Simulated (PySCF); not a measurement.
Match the calculated data to a structure.

All candidates are C2H8O3SSi.

- 1H NMR: chemical shifts (computed TMS as zero) by class: 5.13 (2 H), 2.71 (3 H), 0.70 (3 H) ppm [GIAO PBE0/pcSseg-1]
- Polarisability: 77.2 au [wB97X-D/def2-SVPD]
- Dipole: 2.76 D [wB97X-D/def2-SVPD]
- Triplet: lowest triplet excitation (Tamm–Dancoff): 7.76 eV [TDA wB97X-D/def2-SVPD]
- Rotational structure: rotational constants A, B, C: 3.430, 1.316, 1.213 GHz [GFN2-xTB]
- 13C NMR: chemical shifts (computed TMS as zero) by class: 45.0 (1 C), -0.1 (1 C) ppm [GIAO PBE0/pcSseg-1]

Electronic properties: PySCF, gas phase, density fitting. Levels stand in brackets. Isolated species at its GFN2-xTB geometry (one conformer only). NMR values are class means; diastereotopic atoms form classes of their own.

Question: Which candidate is it?
A. `CS(=O)(=O)CO[SiH3]`
B. `C[SiH2]OS(C)(=O)=O`
C. `CCO[Si](O)(O)S`
D. `C[S@@](=O)CO[SiH2]O`
E. `C[SiH2]CS(=O)(=O)O`

Answer: B. It is `C[SiH2]OS(C)(=O)=O`. Numbering: `[CH3:1][SiH2:2][O:3][S:4]([CH3:5])(=[O:6])=[O:7]`. 2 carbons fall into 2 classes; from least to most shielded: S-methyl carbon [C5] (45.0 ppm), Si-methyl carbon [C1] (-0.1 ppm). Hydrogen classes from least to most shielded: 2 H on an oxygen-bound silicon, Si2 (5.13 ppm, a mean of values up to 0.5 ppm apart in this geometry), 3 H on an S-methyl carbon, C5 (2.71 ppm), 3 H on an Si-methyl carbon, C1 (0.70 ppm, a mean of values up to 1.3 ppm apart in this geometry). The optimised geometry has point group C1 and is an asymmetric top.

The others, at the same levels:
- `C[S@@](=O)CO[SiH2]O` fails: its computed 13C shifts are 89.3 (1 C), 35.2 (1 C) ppm, 1H shifts are 6.57 (1 H), 5.02 (1 H), 4.94 (1 H), 4.66 (1 H), 4.60 (1 H), 2.49 (3 H) ppm and lowest triplet excitation (Tamm–Dancoff) is 5.39 eV (against 7.76 eV).
- `C[SiH2]CS(=O)(=O)O` fails: its computed 13C shifts are 42.2 (1 C), -7.2 (1 C) ppm, 1H shifts are 4.59 (1 H), 4.47 (2 H), 2.69 (2 H), 0.67 (3 H) ppm and lowest triplet excitation (Tamm–Dancoff) is 7.53 eV (against 7.76 eV).
- `CS(=O)(=O)CO[SiH3]` fails: its computed 13C shifts are 84.3 (1 C), 42.5 (1 C) ppm, 1H shifts are 4.87 (3 H), 4.49 (2 H), 2.63 (3 H) ppm and lowest triplet excitation (Tamm–Dancoff) is 7.15 eV (against 7.76 eV).
- `CCO[Si](O)(O)S` fails: its computed 13C shifts are 61.9 (1 C), 20.0 (1 C) ppm, 1H shifts are 4.14 (2 H), 2.23 (2 H), 1.28 (3 H), 0.62 (1 H) ppm and lowest triplet excitation (Tamm–Dancoff) is 6.02 eV (against 7.76 eV).

Each candidate is one conformer, not necessarily the lowest. The conformers computed, where there is a choice (atom-mapped SMILES and torsion angles):
- `[CH3:1][SiH2:2][O:3][S:4]([CH3:5])(=[O:6])=[O:7]`: C1–Si2–O3–S4 -59°, Si2–O3–S4–C5 -172°
- `[CH3:1][S@@:2](=[O:3])[CH2:4][O:5][SiH2:6][OH:7]`: C1–S2–C4–O5 -46°, S2–C4–O5–Si6 -79°, C4–O5–Si6–O7 61°, H–O7–Si6–O5 -26°
- `[CH3:1][SiH2:2][CH2:3][S:4](=[O:5])(=[O:6])[OH:7]`: C1–Si2–C3–S4 -66°, Si2–C3–S4–O5 73°, H–O7–S4–C3 159°
- `[CH3:1][S:2](=[O:3])(=[O:4])[CH2:5][O:6][SiH3:7]`: C1–S2–C5–O6 66°, S2–C5–O6–Si7 41°

The conformers of `CCO[Si](O)(O)S` aren't listed.
